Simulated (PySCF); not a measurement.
C2H6F2OSi, SMILES C(F)([SiH3])(OC)F. Atoms are numbered in the order given.

```xyz
12

C      2.2846    -0.2547     0.2988
O      1.0660    -0.3480    -0.4469
C     -0.0605     0.0771     0.1708
F      0.0656     1.3929     0.5600
F     -0.2597    -0.6126     1.3470
Si    -1.5779    -0.1360    -0.9995
H      2.2313    -0.8678     1.2110
H      3.0754    -0.6357    -0.3584
H      2.4971     0.7906     0.5692
H     -2.7832     0.3454    -0.2743
H     -1.7114    -1.5774    -1.3364
H     -1.3445     0.6758    -2.2224
```

The structure is a stationary point at B3LYP-D3(BJ)/def2-SVP. This is a generated structure with no PubChem entry under its InChIKey; it may be hypothetical. One conformer was computed; it need not be the lowest.

Two levels are set side by side: PBE/pcSseg-1 (PySCF) and HF/pcSseg-1 (PySCF). GIAO shifts against CFCl3 (¹⁹F), H2O (¹⁷O), TMS (²⁹Si), TMS (¹H), TMS (¹³C) at the same level; non-relativistic, no solvent, atoms listed together averaged. Differences are taken from unrounded values.

```
quantity                         HF     PBE  PBE minus HF
----------------------------  -----  ------  ------------
δ(¹³C) of C1 (ppm)             47.7    50.8           3.2
δ(¹⁷O) of O2 (ppm)             65.2   115.4          50.2
δ(¹³C) of C3 (ppm)            119.3   141.0          21.7
δ(¹⁹F) of F4, F5 (ppm)        -75.4  -107.9         -32.4
δ(²⁹Si) of Si6 (ppm)          -57.1   -71.4         -14.3
δ(¹H) of H10, H11, H12 (ppm)   4.06    4.22          0.16
```

Rough cost on one machine, each run with all the roots and properties that it gave: HF against PBE within a factor of 2.
